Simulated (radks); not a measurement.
Question: These are the eigenvalues of the occupied orbitals of an atom or ion with whole-number occupations (eV). Method: Dirac Kohn-Sham, PBE, spin-unpolarised, spherical densities, finite nucleus; Fermi nuclear charge, rms radius of each element as measured or else 0.836 A^(1/3) + 0.57 fm; computed with a radial shooting solver on a logarithmic mesh with Libxc functionals.

1s1/2: -39.1299

Which element is it, and in what charge state? The configuration may be excited. Open shells, if any, fill j = l - 1/2 first.

Answer: Z = 2, helium, charge +1: He+ in 1s1. The 1s level, -1.438 hartree, gives Z - s = 1.7 by -(Z - s)^2/2, which with screening and relativity narrows Z to a few neighbours, and the depths must fix Z and the occupations together.
